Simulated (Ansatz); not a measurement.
One change: `C[NH][AlH][OH]` becomes `CNBO`.

Ansatz, PBE0-D4/def2-TZVP geometries, multiplicity 1. Each molecule was computed in one conformer, which needn't be the lowest.

```tsv
property	`C[NH][AlH][OH]`
ideal-gas entropy at 298 K and 1 bar (rigid rotor, harmonic PBE0-D4/def2-TZVP) / J/(mol·K)	327
HOMO energy (B3LYP/def2-TZVPP) / eV	-6.58
size of the dipole moment (PBE/def2-TZVPP) / D	2.22
LUMO energy (PBE0/def2-TZVPP) / eV	0.19
HOMO–LUMO gap (PBE/def2-TZVPP) / eV	4.84
LUMO energy (B3LYP/def2-TZVPP) / eV	-0.11
```

(1) Give the same properties after the change, and the shifts. (Estimate.)

## Answers

(1) The calculation gave: 
```tsv
property	`CNBO`	shift
ideal-gas entropy at 298 K and 1 bar (rigid rotor, harmonic PBE0-D4/def2-TZVP) / J/(mol·K)	295	-32
HOMO energy (B3LYP/def2-TZVPP) / eV	-6.88	-0.30
size of the dipole moment (PBE/def2-TZVPP) / D	0.53	-1.69
LUMO energy (PBE0/def2-TZVPP) / eV	1.26	1.07
HOMO–LUMO gap (PBE/def2-TZVPP) / eV	6.15	1.31
LUMO energy (B3LYP/def2-TZVPP) / eV	0.87	0.98
```

With PBE0 the HOMO falls by 0.30 eV and the LUMO rises by 1.07 eV, so the gap widens by about 1.37 eV. PBE moves the HOMO by -0.27 eV and ωB97M-V by -0.30 eV. Dipoles are sizes alone; their direction can turn.

B3LYP here is the variant with VWN-RPA as its local correlation; programs differ in this.
